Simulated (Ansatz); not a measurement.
Job for Ansatz (an electronic-structure program): U-CCSD(T)/cc-pVTZ on CH3Br (SMILES CBr), a point of a bond scan (R = 2.349 Å). The run froze 15 orbitals, filled d shells among them.

Ansatz 0.2 input:
```yaml
crystal:
  periodic: [false, false, false]
  atoms:
    - {symbol: C, position_ang: [-1.53381561, -0.04091863, -0.02869190]}
    - {symbol: Br, position_ang: [0.81384913, 0.02171160, 0.01522404]}
    - {symbol: H, position_ang: [-1.83024719, -0.68040431, -0.85265241]}
    - {symbol: H, position_ang: [-1.88710585, 0.97406916, -0.17260283]}
    - {symbol: H, position_ang: [-1.86976166, -0.44271605, 0.92074143]}
basis:
  gaussian:
    orbitals: cc-pVTZ
correlation: {method: ccsd_t, electrons: outside_noble_gas}
scf: {omitted_lower_state_checks: [cluster_reference]}
magnetization: {spin_polarized: true, initial_magnetization: 0}
```

Task: What total energy does the run end on?

Result: -2612.4495 hartree (reference determinant -2612.0577, T1 diagnostic 0.024).

Task: How many basis functions does it have, and what does it roughly cost on one machine?

Result: 115 functions; around 16 core-seconds (rough).
